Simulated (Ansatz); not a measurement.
C2H9AlOSi can be A, `C[C](O)([AlH2])[SiH3]`, or B, `C[SiH2][Al]([CH3])[OH]`.

Calculated with Ansatz (gas phase, PBE0-D4/def2-TZVP geometries, no zero-point term in ΔE). CCSD(T)/CBS is the MP2 limit (def2-TZVPP, def2-QZVPP) plus CCSD(T) − MP2 in def2-TZVPP, frozen cores. Functionals use def2-TZVPP. B3LYP here is the variant with VWN-RPA as its local correlation; programs differ in this. One conformer a species, not always the lowest.

Problem. Which isomer does CCSD(T)/CBS put lower? Give the gap. (Best estimate.)

Solution. Computed: B, by 315.7 kJ/mol.

Problem. Give E(B) − E(A) in kJ/mol with LDA (SPW92), r2SCAN-D4, B2PLYP, CCSD(T)/def2-SVP, B3LYP, CCSD/def2-TZVPP, PBE-D4. (Best estimate.)

Solution. The calculation gave: LDA (SPW92) -300.9, r2SCAN-D4 -320.5, B2PLYP -319.6, CCSD(T)/def2-SVP -284.2, B3LYP -320.1, CCSD/def2-TZVPP -315.8, PBE-D4 -310.0. None reverses the order clearly.

Largest T1 diagnostic: 0.012.

Leaving LDA and LC-ωPBE aside and taking each functional with its dispersion term where it has one, the values, not all of them listed here, spread over 22.1 kJ/mol, from r2SCAN0-D4 to revPBE-D4. LDA lies +15.5 kJ/mol from PBE without D4. At CCSD(T), def2-SVP lies +31.5 kJ/mol from the extrapolated value and def2-TZVPP +2.2 kJ/mol.
